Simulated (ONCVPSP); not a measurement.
# sulfur: excitation energies, all-electron against ONCV

| Quantity | Value |
| --- | --- |
| Element | sulfur |
| Generator | ONCVPSP 4.0.1 |
| Type | optimised norm-conserving Vanderbilt (ONCV) |
| Functional | PBE |
| Relativity | scalar-relativistic |
| Frozen core | [Ne] |
| Valence charge | 6 |
| Reference configuration | 3s1 3p5 |
| Partial waves | 3s: rc 1.45 bohr, ncon 4, nbas 7, qcut 5.7 1/bohr, 2 projectors, debl 2.6 Ha; 3p: rc 1.30 bohr, ncon 4, nbas 9, qcut 6.8 1/bohr, 2 projectors, debl 1.3 Ha |
| Local potential | polynomial inside 0.80 bohr (lpopt 5, dvloc0 4 Ha) |
| Core correction | Teter function, fcfact 1.75, rcfact 1.3 |

Energies are relative to the spin-unpolarised reference configuration 3s1 3p5; without spin polarisation the order of configurations can differ from experiment.

```json
{"valence configuration": "3s2 3p4", "charge": "0", "ΔE all-electron (eV)": "-10.311", "error AE − PS (meV)": "+0.9"}
{"valence configuration": "3s2 3p2", "charge": "+2", "ΔE all-electron (eV)": "23.742", "error AE − PS (meV)": "+3.7"}
```

(1) What are ΔE and the potential's error for 3s2 3p3?

(2) What are ΔE and the potential's error for 3s2 3p0?

## Answers

(1) ΔE = 1.458 eV all-electron; the error (AE − PS) is +0.3 meV.

(2) ΔE = 104.581 eV all-electron; the error (AE − PS) is +85 meV.
